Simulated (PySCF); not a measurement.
The numbers are results of ωB97X-D3(BJ)/def2-TZVP // PBE0-D3(BJ)/def2-TZVP in PySCF, not measurements. Gas-phase values, no solvent. One relaxed conformer stands for a flexible species; it need not be the lowest. Delta-SCF ions had no search for a lower state. Excitations are Tamm–Dancoff values on a coarser integration grid. The basis has no diffuse functions, so Rydberg states are missing or too high.

Reference species (SMILES): `C=[SiH]C(=O)O` (C–Si–C–O torsion 180°, Si–C–O–H torsion 180°) (neutral, multiplicity 1).

```
Quantity                                       Value
-------------------------------------------  -------
brightest of the four lowest singlets (TDA)  5.19 eV
vertical ionisation energy (Delta-SCF)       8.94 eV
```

Changed species: `C(C#N)[SiH]=C` (X = cyanomethyl; the reference has X = carboxy).

Give the shifts of the brightest of the four lowest singlets (TDA) and vertical ionisation energy (Delta-SCF).

the brightest of the four lowest singlets (TDA) increases by 0.54 eV, to 5.73 eV; the vertical ionisation energy (Delta-SCF) rises by 0.02 eV, to 8.96 eV.
